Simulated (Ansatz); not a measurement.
Total energies of the cluster PbS₂⁻ from Ansatz at r2SCAN-D4/def2-TZVPD, gas phase (1 Eh = 27.2114 eV = 2625.5 kJ/mol). The reference geometry is relaxed at PBE-D4/def2-TZVPD.

```
atom   x (Å)   y (Å)   z (Å)
 Pb1   0.079   0.711   0.003
  S2   1.625  -0.536  -1.406
  S3  -1.704  -0.175   1.403
```

| state | geometry | energy (Eh) |
| --- | --- | --- |
| charge -1 doublet | reference | -989.43515 |
| charge 0 triplet | reference | -989.31053 |
| charge -1 quartet | relaxed at PBE-D4/def2-TZVPD | -989.35435 |

In the def2 sets Pb takes a core potential; there is no spin–orbit coupling.

Problem. Work out the vertical ionisation energy to the triplet.

Solution. E(charge 0 triplet) − E(charge -1 doublet) = -989.31053 − (-989.43515) = 0.12462 Eh = 3.39 eV. For comparison, −ε of the highest occupied level of the spin that leaves is 1.04 eV at this level, 2.35 eV less.

Problem. Which of the charge -1 states is lowest, and how far above it are the others?

Solution. The doublet. quartet: -989.35435 − (-989.43515) = 0.08080 Eh = 212.1 kJ/mol.

At r2SCAN-D4/def2-TZVPD the highest occupied level of the charge -1 quartet lies above zero (up to 0.98 eV). It is a level of α spin, whose loss leaves a triplet; that state wasn't run at this geometry and level. The electron is either unbound and held by the finite basis, or the level is raised by self-interaction error. 

The structure comes from a short search, and lower isomers may exist.
